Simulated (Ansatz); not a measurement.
aminoborane (H4BN), singlet, geometry from GFN2-xTB, with bond 5-2 at 1.8 times its length; B3LYP/3-21G (Ansatz, an electronic-structure program).

Input for Ansatz:
Ansatz 0.2 input:
```yaml
crystal:
  periodic: [false, false, false]
  atoms:
    - {symbol: B, position_ang: [-0.77307193, 0.03810398, -0.00610888]}
    - {symbol: N, position_ang: [0.60276472, -0.02970970, 0.00476310]}
    - {symbol: H, position_ang: [-1.38946287, -0.95786383, -0.02622734]}
    - {symbol: H, position_ang: [-1.28877919, 1.08987185, 0.00506365]}
    - {symbol: H, position_ang: [1.68353400, 1.42411124, 0.03569313]}
    - {symbol: H, position_ang: [1.12105659, -0.89252861, -0.00358004]}
basis:
  gaussian:
    orbitals: 3-21G.json
hamiltonian:
  xc: b3lyp
scf: {lower_state_search: standard}
magnetization: {spin_polarized: true}
```
The basis file holds 3-21G in the JSON format of the Basis Set Exchange.

Problem. Write the output that Ansatz gives for this input, abridged.

Solution. 
```
Functional definition: B3LYP
332 factors; integrals over basis functions are off by at most 8.6e-4 eV
mean field evaluation 1: about -2210.6092 eV, gradient 3.3e1 eV
mean field evaluation 2: about -2194.7843 eV, gradient 5.9e1 eV
mean field evaluation 4: about -2216.4443 eV, gradient 3.2e0 eV
mean field evaluation 8: about -2216.5151 eV, gradient 2.7e-2 eV
mean field evaluation 16: about -2216.5151 eV, gradient 1.4e-5 eV
mean field -2216.51506754 eV, -81.4554263241 hartree, gradient 4.3e-6 eV, S^2 0.000000; 1 other end points of the search recorded, 0 dependent functions left out
reference -2216.51521954 eV, -81.4554319102 hartree; 8, 8 occupied and 18, 18 virtual orbitals, 332 factors
Total energy: -2216.51521954 eV, -81.4554319102 hartree
```
